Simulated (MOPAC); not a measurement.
Input for MOPAC: AM1 on FH3Sn (SMILES [F][SnH3]), a point of a bond scan (R = 4.463 Å).

```
AM1 1SCF PRECISE CHARGE=0 THREADS=1
FH3Sn

Sn    -0.23519491 1    -0.07216408 1    -0.08673068 1
F      3.78896152 1     1.16255458 1     1.39722067 1
H      0.08984727 1    -1.18217036 1    -1.33958590 1
H     -0.96056705 1     1.37602894 1    -0.61963295 1
H     -0.99947951 1    -0.76768566 1     1.26956257 1
```

The log:

```
*******************************************************************************
 **                                                                           **
 **                              MOPAC v23.2.5                                **
 **                                                                           **
 *******************************************************************************
 ** MOPAC's Digital Object Identifier: https://doi.org/10.5281/zenodo.6511958 **
 **                                                                           **
 ** Please cite the open-source release paper for use of this MOPAC version:  **
 ** J. E. Moussa and J. J. P. Stewart (2026)                                  **
 ** MOPAC: An open-source semiempirical molecular orbital program             **
 ** J. Open Source Softw., 11(119), 8025, https://doi.org/10.21105/joss.08025 **
 *******************************************************************************

                              AM1 CALCULATION RESULTS

 *******************************************************************************
 *  AM1        - The AM1 Hamiltonian to be used
 *
 *
 *
 *                 CHARGE ON SYSTEM = 0
 *
 *
 *
 *  PRECISE    - TIGHTER CRITERIA TO BE USED
 *  1SCF       - DO 1 SCF AND THEN STOP
 *  THREADS=1  - MULTI-THREADING NOT USED
 *  T=         - A TIME OF 172800.0 SECONDS REQUESTED
 *  DUMP=N     - RESTART FILE WRITTEN EVERY 7200.0 SECONDS REQUESTED
 *******************************************************************************
AM1 1SCF PRECISE CHARGE=0 THREADS=1
 FH3Sn

   ATOM   CHEMICAL          X               Y               Z
  NUMBER   SYMBOL      (ANGSTROMS)     (ANGSTROMS)     (ANGSTROMS)

     1      Sn         -0.23519491  *  -0.07216408  *  -0.08673068  *
     2       F          3.78896152  *   1.16255458  *   1.39722067  *
     3       H          0.08984727  *  -1.18217036  *  -1.33958590  *
     4       H         -0.96056705  *   1.37602894  *  -0.61963295  *
     5       H         -0.99947951  *  -0.76768566  *   1.26956257  *



          CARTESIAN COORDINATES

    NO.       ATOM           X           Y           Z

     1        Sn         -0.2352     -0.0722     -0.0867
     2         F          3.7890      1.1626      1.3972
     3         H          0.0898     -1.1822     -1.3396
     4         H         -0.9606      1.3760     -0.6196
     5         H         -0.9995     -0.7677      1.2696

  H: (AM1): M.J.S. DEWAR ET AL, J. AM. CHEM. SOC. 107 3902-3909 (1985)
  F: (AM1): M.J.S. DEWAR AND E. G. ZOEBISCH, THEOCHEM, 180, 1 (1988).
 Sn: (AM1): J. J. P. STEWART, J. MOL. MOD., 10, 155-164 (2004)

           Empirical Formula: H3 Sn F  =     5 atoms



      MOLECULAR POINT GROUP   :   C3v


      RHF CALCULATION, NO. OF DOUBLY OCCUPIED LEVELS = 7


 -------------------------------------------------------------------------------
 AM1 1SCF PRECISE CHARGE=0 THREADS=1
 FH3Sn



     1SCF WAS SPECIFIED, SO BFGS WAS NOT USED
     SCF FIELD WAS ACHIEVED


                              AM1 CALCULATION
                                                       MOPAC v23.2.5 Linux




          FINAL HEAT OF FORMATION =        115.00059 KCAL/MOL =     481.16247 KJ/MOL


          COSMO AREA              =        116.93 SQUARE ANGSTROMS
          COSMO VOLUME            =         96.54 CUBIC ANGSTROMS

          IONIZATION POTENTIAL    =          6.463009 EV
          HOMO LUMO ENERGIES (EV) =         -6.463 -2.661
          NO. OF FILLED LEVELS    =          7
          MOLECULAR WEIGHT        =        140.7121         POINT GROUP:  C3v

          MOLECULAR DIMENSIONS (Angstroms)

            Atom       Atom       Distance
            H     3    F     2     5.16443
            H     4    H     5     2.85764
            H     4    F     2     2.34510


          SCF CALCULATIONS        =          1





   ATOM   CHEMICAL          X               Y               Z
  NUMBER   SYMBOL      (ANGSTROMS)     (ANGSTROMS)     (ANGSTROMS)

     1      Sn         -0.23519491  *  -0.07216408  *  -0.08673068  *
     2       F          3.78896152  *   1.16255458  *   1.39722067  *
     3       H          0.08984727  *  -1.18217036  *  -1.33958590  *
     4       H         -0.96056705  *   1.37602894  *  -0.61963295  *
     5       H         -0.99947951  *  -0.76768566  *   1.26956257  *

                             CARTESIAN COORDINATES

   1   Sn       -0.235194910    -0.072164080    -0.086730680
   2    F        3.788961520     1.162554580     1.397220670
   3    H        0.089847270    -1.182170360    -1.339585900
   4    H       -0.960567050     1.376028940    -0.619632950
   5    H       -0.999479510    -0.767685660     1.269562570


           Empirical Formula: H3 Sn F  =     5 atoms



      MOLECULAR POINT GROUP   :   C3v


                  EIGENVALUES
 -37.38397 -17.40018 -12.05715 -12.05714  -7.74481  -7.74481  -6.46301  -2.66137
   1.15344   3.50713   3.50713


              NET ATOMIC CHARGES AND DIPOLE CONTRIBUTIONS

  ATOM NO.   TYPE          CHARGE      No. of ELECS.   s-Pop       p-Pop
    1         Sn           1.771797        2.2282     1.31676     0.91145
    2          F          -0.683601        7.6836     1.99989     5.68372
    3          H          -0.362735        1.3627     1.36273
    4          H          -0.362730        1.3627     1.36273
    5          H          -0.362730        1.3627     1.36273
 DIPOLE           X         Y         Z       TOTAL
 POINT-CHG.   -11.184    -3.432    -4.124    12.404
 HYBRID        -0.044    -0.013    -0.016     0.048
 SUM          -11.228    -3.445    -4.140    12.453


          ATOMIC ORBITAL ELECTRON POPULATIONS

     Atom    s        px        py        pz
    1 Sn   1.31676   0.16817   0.37645   0.36683
    2  F   1.99989   1.74330   1.97562   1.96480
    3  H   1.36273
    4  H   1.36273
    5  H   1.36273

 **********************
 *                    *
 * JOB ENDED NORMALLY *
 *                    *
 **********************




 == MOPAC DONE ==
```

The run finished.

Cost: roughly 0.03 core-seconds.
